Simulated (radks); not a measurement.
Values are calculated unless marked as measured or tabulated.
Q: Ag VI, 42 electrons, occupied as [Kr] 4d6 (the NIST ground configuration). Code: a radial shooting solver on a logarithmic mesh with Libxc functionals. Model: scalar-relativistic Kohn-Sham, PBE, spin-polarised, spherical densities, finite nucleus; open shells are filled with parallel spins first (spin-orbit coupling, left out, can overturn this in heavy ions); Fermi nuclear charge, rms radius 4.5454 fm. Some entries of the table are withheld. Estimate them.

orbital,occ.,eigenvalue (Ry),<r^2> (bohr^2)
1s down,1,-1867.413,0.001309
1s up,1,-1867.413,0.001309
2s up,1,-279.9354,0.02146
2s down,1,-279.8657,0.02146
2p up,3,-251.6898,0.01691
2p down,3,-251.6370,0.01691
3s up,1,-55.99903,0.1553
3s down,1,-55.96490,0.1552
3p up,3,-46.72639,0.1568
3p down,3,-46.68708,0.1566
3d up,5,(1),0.1422
3d down,5,(2),0.1420
4s up,1,-12.61123,0.9047
4s down,1,-12.33362,0.9015
4p up,3,(3),1.061
4p down,3,(4),1.061
4d up,5,-5.79254,1.542
4d down,1,-5.51256,1.571

A: 
(1) 3d up eigenvalue (Ry): -32.12006
(2) 3d down eigenvalue (Ry): -32.05788
(3) 4p up eigenvalue (Ry): -9.85570
(4) 4p down eigenvalue (Ry): -9.57039
